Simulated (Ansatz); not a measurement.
An input meant for the cluster Li₆N₃⁻ (charge -1, triplet).

```yaml
crystal:
  periodic: [false, false, false]
  atoms:
    - {symbol: Li, position_ang: [-1.894829, -0.357494, -0.900714]}
    - {symbol: Li, position_ang: [1.115071, -1.237118, 1.328281]}
    - {symbol: Li, position_ang: [0.683968, -1.682824, -1.112883]}
    - {symbol: Li, position_ang: [0.467527, 0.947407, -0.258509]}
    - {symbol: Li, position_ang: [-1.213351, -2.473065, 0.666649]}
    - {symbol: Li, position_ang: [-1.466108, 0.089609, 1.540284]}
    - {symbol: N, position_ang: [0.845863, 3.024718, -0.699777]}
    - {symbol: N, position_ang: [-0.399702, -0.815961, 0.219629]}
    - {symbol: N, position_ang: [1.861560, 2.504727, -0.782960]}
basis:
  gaussian: {orbitals: "6-31++G**"}
total_charge: -1
magnetization: {spin_polarized: true, initial_magnetization: 2}
hamiltonian: {xc: {name: HF}}
correlation: {active_space: {window: {electrons: 40, orbitals: 30}}}
scf: {omitted_lower_state_checks: [starts]}
```

```sh
$ ansatz run in.yaml --threads 4 --pin off --events-out ev --progress --plain --max-ram 3916MiB
```

Problem. Predict how Ansatz answers.

Solution. The input was rejected before any iteration.
```
Error: invalid value for `correlation.active_space`: it starts from restricted Hartree–Fock orbitals; set hamiltonian.xc: hf without magnetization.spin_polarized
```
